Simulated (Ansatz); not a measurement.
```yaml
crystal:
  periodic: [false, false, false]
  atoms:
    - {symbol: Cs, position_ang: [-1.099566, 0.721570, 2.004383]}
    - {symbol: Cs, position_ang: [1.136467, -0.700765, -1.991724]}
    - {symbol: Br, position_ang: [-0.728957, 1.947189, -1.099555]}
    - {symbol: Br, position_ang: [0.692047, -1.967983, 1.086895]}
basis:
  gaussian: {orbitals: def2-mTZVPP}
magnetization: {spin_polarized: true, initial_magnetization: 0}
hamiltonian: {xc: {name: rPW86-PBE}, dispersion: rvv10, pseudopotentials: {relativity: none}}
scf: {lower_state_search: off}
```

```sh
$ ansatz run in.yaml --threads 4 --pin off --events-out ev --progress --plain --max-ram 3916MiB
```

Output, abridged:

```
Functional definition: rPW86-PBE+rVV10
1368 factors; their error is unknown
mean field evaluation 1: about -141232.7514 eV, gradient 1.9e1 eV
mean field evaluation 2: about -141227.9502 eV, gradient 3.4e1 eV
mean field evaluation 4: about -141235.4581 eV, gradient 9.4e-1 eV
mean field evaluation 8: about -141235.4146 eV, gradient 7.8e-3 eV
mean field evaluation 16: about -141235.4146 eV, gradient 1.3e-5 eV
mean field -141235.41455685 eV, -5190.3057521620 hartree, gradient 7.3e-7 eV, S^2 0.000000; 0 other end points of the search recorded, 0 dependent functions left out
reference -141235.41474360 eV, -5190.3057590247 hartree; 44, 44 occupied and 86, 86 virtual orbitals, 1368 factors
Total energy: -141235.41474360 eV, -5190.3057590247 hartree
Checks for a lower state left out: stability, starts, cluster_reference, orbital_swaps, neighbouring_geometries, increment
```

Hardware: 4 threads of Arm Neoverse N1 on a shared host. Wall time 13 s.

In the def2 sets Cs takes a core potential; there is no spin–orbit coupling.
